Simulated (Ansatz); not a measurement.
C₂H₁₀ClNSi₂, SMILES C[Si@H](Cl)[C@H](N)[SiH3].

Geometry optimised at PBE0-D3(BJ)/def2-SVP. The structure was generated by enumeration; whether it is a known compound was not checked. The values are those of a single conformer.

Two levels are set side by side: PBE/def2-SVPD (Ansatz, a program for electronic structure) and PBE0/def2-SVPD (Ansatz). Energy differences of separate SCF runs at the same geometry; the states with an electron removed or added have multiplicity 2 and 2. Differences are taken from unrounded values.

```json
[
 {"quantity": "vertical ionisation energy (eV)", "PBE0": "8.74", "PBE": "8.50", "PBE minus PBE0": "-0.24"},
 {"quantity": "vertical singlet–triplet gap (eV)", "PBE0": "5.62", "PBE": "5.28", "PBE minus PBE0": "-0.34"}
]
```
